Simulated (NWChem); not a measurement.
System: ZrNHF₂; SMILES [F][Zr](=[NH])[F]

The following NWChem deck was run.

```
start job
memory heap 200 mb stack 900 mb global 1100 mb
geometry units angstroms noautoz
  Zr     0.031663    -0.000158     0.052803
  N     -1.595031    -0.001730    -0.727971
  H     -2.444510    -0.003029    -1.285309
  F      0.983263    -1.667335    -0.196134
  F      0.980248     1.668641    -0.196787
end
basis spherical
  Zr library def2-svp
  N library def2-svp
  H library def2-svp
  F library def2-svp
end
ecp
  Zr library def2-ecp
end
dft
  xc revpbe cpbe96
  iterations 150
  mulliken
end
task dft energy
```

Parts of the log:

```
             Northwest Computational Chemistry Package (NWChem) 7.3.0
             --------------------------------------------------------

 CS  symmetry detected

                             Geometry "geometry" -> ""
                             -------------------------

 Output coordinates in angstroms (scale by  1.889725989 to convert to a.u.)

  No.       Tag          Charge          X              Y              Z
 ---- ---------------- ---------- -------------- -------------- --------------
    1 Zr                  40.0000    -0.01513494     0.17731882     0.00000000
    2 N                    7.0000    -1.76192802    -0.27485129     0.00000000
    3 H                    1.0000    -2.70299675    -0.65777607     0.00000000
    4 F                    9.0000     0.86899391    -0.25061210    -1.66798871
    5 F                    9.0000     0.86899391    -0.25061210     1.66798871

 Effective nuclear repulsion energy (a.u.)     326.7696471060

      Symmetry information
      --------------------

 Group name             Cs
 Group number              2
 Group order               2
 No. of unique centers     4

 Summary of "ao basis" -> "ao basis" (spherical)
 ------------------------------------------------------------------------------
       Tag                 Description            Shells   Functions and Types
 ---------------- ------------------------------  ------  ---------------------
 Zr                         def2-svp                11       31   5s3p2d1f
 N                          def2-svp                 6       14   3s2p1d
 H                          def2-svp                 3        5   2s1p
 F                          def2-svp                 6       14   3s2p1d

      Symmetry analysis of basis
      --------------------------

        a'         49
        a"         29

            General Information
            -------------------
          SCF calculation type: DFT
          Wavefunction type:  closed shell.
          No. of atoms     :     5
          No. of electrons :    38
           Alpha electrons :    19
            Beta electrons :    19
          Charge           :     0
          Spin multiplicity:     1
          Use of symmetry is: on ; symmetry adaption is: on
          Maximum number of iterations: 150
          AO basis - number of functions:    78
                     number of shells:    32
          Convergence on energy requested:  1.00D-06
          Convergence on density requested:  1.00D-05
          Convergence on gradient requested:  5.00D-04

              XC Information
              --------------
                        RevPBE Exchange Functional  1.000
            Perdew 1991 LDA Correlation Functional  1.000 local
           PerdewBurkeErnz. Correlation Functional  1.000 non-local

             Grid Information
             ----------------
          Grid used for XC integration:  medium
          Radial quadrature: Mura-Knowles
          Angular quadrature: Lebedev.
          Tag              B.-S. Rad. Rad. Pts. Rad. Cut. Ang. Pts.
          ---              ---------- --------- --------- ---------
          Zr                  1.55      123          10.0       590
          N                   0.65       49           8.0       434
          H                   0.35       45          11.0       434
          F                   0.50       49          10.0       434
          Grid pruning is: on
          Number of quadrature shells:   266
          Spatial weights used:  Erf1

      Superposition of Atomic Density Guess
      -------------------------------------

 Sum of atomic energies:        -306.82796801

      Non-variational initial energy
      ------------------------------

 Total energy =    -299.707650
 1-e energy   =    -680.161932
 2-e energy   =     254.212243
 HOMO         =      -0.376247
 LUMO         =      -0.110858

      Symmetry analysis of molecular orbitals - initial
      -------------------------------------------------

  Numbering of irreducible representations:

     1 a'          2 a"

  Orbital symmetries:

     1 a'          2 a"          3 a'          4 a'          5 a"
     6 a'          7 a'          8 a'          9 a"         10 a'
    11 a'         12 a"         13 a"         14 a'         15 a'
    16 a"         17 a'         18 a'         19 a"         20 a'
    21 a'         22 a"         23 a'         24 a'         25 a"
    26 a'         27 a'         28 a"         29 a'

     ---------------------------------------------
      Total Density - Mulliken Population Analysis
     ---------------------------------------------

    Atom       Charge   Shell Charges
 -----------   ------   -------------------------------------------------------
    1 Zr  12     9.44  -0.47  1.58  0.91  0.16  0.02  5.84  0.28  0.06  0.81  0.16  0.11
    2 N    7     8.33   1.99  1.11  0.56  2.82  1.85  0.01
    3 H    1     0.78   0.61  0.13  0.05
    4 F    9     9.72   1.99  1.16  0.80  3.60  2.18  0.00
    5 F    9     9.72   1.99  1.16  0.80  3.60  2.18  0.00

   convergence    iter        energy       DeltaE   RMS-Dens  Diis-err
 ---------------- ----- ----------------- --------- --------- ---------
 d= 0,ls=0.0,diis     1   -301.6078272130 -4.28D+02  6.76D-02  2.76D+00
 d= 0,ls=0.0,diis     2   -293.9465372966  7.66D+00  5.68D-02  6.09D+01
 d= 0,ls=0.0,diis     3   -301.9360311146 -7.99D+00  8.36D-03  6.23D-01
 d= 0,ls=0.0,diis     4   -301.9522758550 -1.62D-02  5.25D-03  4.94D-01
 d= 0,ls=0.0,diis     5   -302.0002552936 -4.80D-02  1.68D-03  4.16D-02
  Resetting Diis
 d= 0,ls=0.0,diis     6   -302.0055677272 -5.31D-03  4.28D-04  5.00D-03
 d= 0,ls=0.0,diis     7   -302.0060282680 -4.61D-04  8.73D-04  6.09D-04
 d= 0,ls=0.0,diis     8   -302.0048938669  1.13D-03  6.85D-04  9.32D-03
 d= 0,ls=0.0,diis     9   -302.0061082060 -1.21D-03  5.50D-05  3.26D-05
 d= 0,ls=0.0,diis    10   -302.0061119390 -3.73D-06  8.32D-06  3.15D-07
 d= 0,ls=0.0,diis    11   -302.0061119690 -3.00D-08  2.78D-06  2.03D-07

         Total DFT energy =     -302.006111968958
      One electron energy =     -685.107936413591
           Coulomb energy =      291.006900156343
    Exchange-Corr. energy =      -34.147114441107
 Nuclear repulsion energy =      126.242038729397

 Numeric. integr. density =       38.000000854554

                  Occupations of the irreducible representations
                  ----------------------------------------------

                     irrep           alpha         beta
                     --------     --------     --------
                     a'               12.0         12.0
                     a"                7.0          7.0

                       DFT Final Molecular Orbital Analysis
                       ------------------------------------

 Vector   17  Occ=2.000000D+00  E=-3.148271D-01  Symmetry=a'
              MO Center=  6.8D-02, -2.6D-01, -1.3D-13, r^2= 3.9D+00
   Bfn.  Coefficient  Atom+Function         Bfn.  Coefficient  Atom+Function
  ----- ------------  ---------------      ----- ------------  ---------------
    54      0.269305  4 F  px                68      0.269305  5 F  px
    35     -0.257853  2 N  px                 6      0.251472  1 Zr px
    46     -0.205436  3 H  s                 55      0.202877  4 F  py
    69      0.202877  5 F  py                56      0.186182  4 F  pz
    57     -0.186192  4 F  px                70     -0.186182  5 F  pz

 Vector   18  Occ=2.000000D+00  E=-2.257935D-01  Symmetry=a'
              MO Center= -1.3D+00, -1.3D-01,  3.3D-15, r^2= 1.8D+00
   Bfn.  Coefficient  Atom+Function         Bfn.  Coefficient  Atom+Function
  ----- ------------  ---------------      ----- ------------  ---------------
    36      0.456868  2 N  py                15      0.350264  1 Zr d -2
    39     -0.332655  2 N  py                35     -0.164943  2 N  px
    19     -0.159595  1 Zr d  2              38      0.123770  2 N  px
     7      0.116528  1 Zr py                20      0.089681  1 Zr d -2
    56     -0.077263  4 F  pz                70      0.077263  5 F  pz

 Vector   19  Occ=2.000000D+00  E=-2.035498D-01  Symmetry=a"
              MO Center= -1.4D+00, -2.1D-01,  4.7D-15, r^2= 1.8D+00
   Bfn.  Coefficient  Atom+Function         Bfn.  Coefficient  Atom+Function
  ----- ------------  ---------------      ----- ------------  ---------------
    37      0.514811  2 N  pz                40     -0.394708  2 N  pz
    18     -0.249684  1 Zr d  1               8      0.172032  1 Zr pz
    16      0.129440  1 Zr d -1              56     -0.109257  4 F  pz
    70     -0.109257  5 F  pz                59      0.088400  4 F  pz
    73      0.088400  5 F  pz                55     -0.082178  4 F  py

 Vector   20  Occ=0.000000D+00  E=-1.236851D-01  Symmetry=a'
              MO Center= -5.0D-02,  9.0D-01,  1.1D-14, r^2= 3.2D+00
   Bfn.  Coefficient  Atom+Function         Bfn.  Coefficient  Atom+Function
  ----- ------------  ---------------      ----- ------------  ---------------
    19      0.493534  1 Zr d  2               4     -0.442173  1 Zr s
     5     -0.344931  1 Zr s                  2      0.296528  1 Zr s
    17      0.282983  1 Zr d  0              13     -0.206183  1 Zr py
     3      0.184575  1 Zr s                 24      0.163052  1 Zr d  2
    10     -0.151968  1 Zr py                 7      0.149587  1 Zr py

 Vector   21  Occ=0.000000D+00  E=-6.212209D-02  Symmetry=a"
              MO Center= -2.1D-03,  3.9D-01, -7.1D-15, r^2= 2.4D+00
   Bfn.  Coefficient  Atom+Function         Bfn.  Coefficient  Atom+Function
  ----- ------------  ---------------      ----- ------------  ---------------
    16      0.826550  1 Zr d -1              21      0.221209  1 Zr d -1
    14      0.201895  1 Zr pz                 8     -0.174482  1 Zr pz
    55     -0.157513  4 F  py                69      0.157513  5 F  py
    11      0.137775  1 Zr pz                58      0.134238  4 F  py
    72     -0.134238  5 F  py                56      0.094931  4 F  pz

[...]
```

Level: revPBE/def2-SVP with def2 effective core potentials on Zr. All runs use the structure optimised with PBE0/def2-SVP. def2 effective core potentials on Zr; no spin-orbit coupling.
